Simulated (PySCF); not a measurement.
## Molecular orbitals of IBr⁺

revPBE at R = 2.410 Å; basis I cc-pVDZ-PP with ECP28, Br cc-pVDZ-PP with ECP10; scalar-relativistic core potentials; PySCF 2.14. State: ²Π (doublet), unpaired electrons π ↑. Only the outer orbitals are listed, counted within each symmetry, core potentials removing the inner ones.

| spin | orbital | occ. | ε (eV) | on I (%) | main shells (%) |
| --- | --- | --- | --- | --- | --- |
| α | 7σ | 1 | -28.34 | 23 | 74 Br s, 20 I s |
| α | 8σ | 1 | -24.76 | 75 | 75 I s, 22 Br s |
| α | 9σ | 1 | -17.29 | 47 | 50 Br p, 42 I p |
| α | 5π | 1 | -15.74 | 45 | 54 Br p, 44 I p |
| α | 5π | 1 | -15.09 | 41 | 59 Br p, 40 I p |
| α | 6π | 1 | -13.77 | 55 | 55 I p, 44 Br p |
| α | 6π | 1 | -13.05 | 60 | 60 I p, 40 Br p |
| α | 10σ | 0 | -10.89 | 57 | 54 I p, 42 Br p |
| α | 11σ | 0 | -0.25 | 79 | 38 I d, 28 I s, 17 Br d |
| α | 7π | 0 | 0.38 | 75 | 74 I d, 20 Br d |
| β | 7σ | 1 | -28.04 | 23 | 74 Br s, 19 I s |
| β | 8σ | 1 | -24.31 | 75 | 75 I s, 22 Br s |
| β | 9σ | 1 | -17.07 | 47 | 50 Br p, 42 I p |
| β | 5π | 1 | -15.03 | 39 | 60 Br p, 38 I p |
| β | 5π | 1 | -14.93 | 39 | 60 Br p, 38 I p |
| β | 6π | 1 | -12.85 | 61 | 61 I p, 39 Br p |
| β | 6π | 0 | -12.89 | 61 | 61 I p, 39 Br p |
| β | 10σ | 0 | -10.66 | 58 | 55 I p, 42 Br p |
| β | 11σ | 0 | 0.05 | 77 | 37 I d, 26 I s, 18 Br d |

Task: Which are the highest filled and the lowest empty level, where do they sit, and how wide is the gap?

Result: Highest filled β 6π at -12.85 eV (in %: 61 I p, 39 Br p); lowest empty β 6π at -12.89 eV (in %: 61 I p, 39 Br p); the gap at revPBE is -0.04 eV. Both belong to one degenerate shell, split only by its one-sided filling, so this is no excitation gap.

* bond order (Mayer): 1.52
* ⟨S²⟩: 0.751
* charge on I (Mulliken, basis-dependent): 0.68
* charge on I (Löwdin, basis-dependent): 0.68
* dipole moment (positive dipole points towards Br; it is taken about the centre of mass and depends on that origin): -0.45 D

Spin–orbit coupling is left out. The state was picked by a PBE0 search and need not be the measured ground state.
